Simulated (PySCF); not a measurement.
## From computed data to an observable: oscillator strength and radiative lifetime

InHF2, SMILES [F][InH][F].

The structure is a stationary point at PBE-D3(BJ)/def2-TZVP. The def2 effective core potentials stand for the cores of In; spin–orbit coupling is left out.

TDDFT-B3LYP/def2-SVPD run with PySCF puts the first singlet state with f over 0.02 at 6.41 eV (vertical), with the transition dipole (0.000, 0.000, 0.689) in atomic units.

### Question
Find the oscillator strength, the wavelength and the radiative lifetime that this transition would have in vacuum if emission retraced absorption.

### Answer

|μ|² = 0.4747 au, so |μ| = 1.75 D. ΔE = 6.41/27.211 = 0.2356 hartree. f = (2/3) ΔE |μ|² = 0.075 (the program prints 0.075).
λ = 1239.84/6.41 = 193 nm; ν = 51700 cm⁻¹.
Einstein's coefficient A = 0.6670 ν² f s⁻¹ (ν in cm⁻¹) = 1.3e8 s⁻¹, so τ = 1/A = 7.5 ns. This state is S2; the lower singlet has f = 0.018. The figure is the radiative limit of this one transition; relaxation, internal conversion, crossing to triplets and a medium change what is measured.
